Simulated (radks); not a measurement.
Rb24+, configuration [Ne] 3s2 3p1.

Calculated with a radial shooting solver on a logarithmic mesh with Libxc functionals: scalar-relativistic Kohn-Sham, PBE, spin-polarised, spherical densities, finite nucleus; open shells are filled with parallel spins first (spin-orbit coupling, left out, can overturn this in heavy ions); Fermi nuclear charge, rms radius 4.2036 fm.

Energy parts (hartree):
part                       energy
total                 -2602.51984
kinetic                2674.43447
electron-nucleus      -5661.34441
Hartree                 450.56953
exchange-correlation    -66.17943

Orbitals (lengths in bohr, moments of r in powers of bohr; r(max) is where P^2 peaks):
| orbital | occ. | eigenvalue (hartree) | <r> | r(max) |
|---|---|---|---|---|
| 1s up | 1 | -593.7177 | 0.04028 | 0.02628 |
| 1s down | 1 | -593.6645 | 0.04028 | 0.02628 |
| 2s up | 1 | -113.2413 | 0.1753 | 0.1486 |
| 2s down | 1 | -113.1948 | 0.1752 | 0.1486 |
| 2p up | 3 | -105.2563 | 0.1525 | 0.1186 |
| 2p down | 3 | -105.1935 | 0.1524 | 0.1187 |
| 3s up | 1 | -42.99786 | 0.4347 | 0.4096 |
| 3s down | 1 | -42.75328 | 0.4352 | 0.4095 |
| 3p up | 1 | -40.45473 | 0.4229 | 0.3953 |
| 3p down | 0 | -40.21355 | 0.4233 | 0.3952 |

The highest occupied level is 3p up at -1100.8 eV. The electron density at the nucleus is 5.626e+04 e/bohr^3 (large components only). The spin density at the nucleus is -2.014 e/bohr^3 (1s -2.977, 2s -0.226, 3s 1.189). Summed over all electrons, <r^2> = 0.8820 bohr^2, which gives a Langevin (diamagnetic) susceptibility term of -0.699 x 10^-6 cm^3/mol. The density falls to 0.001 e/bohr^3 at r = 1.10 bohr.
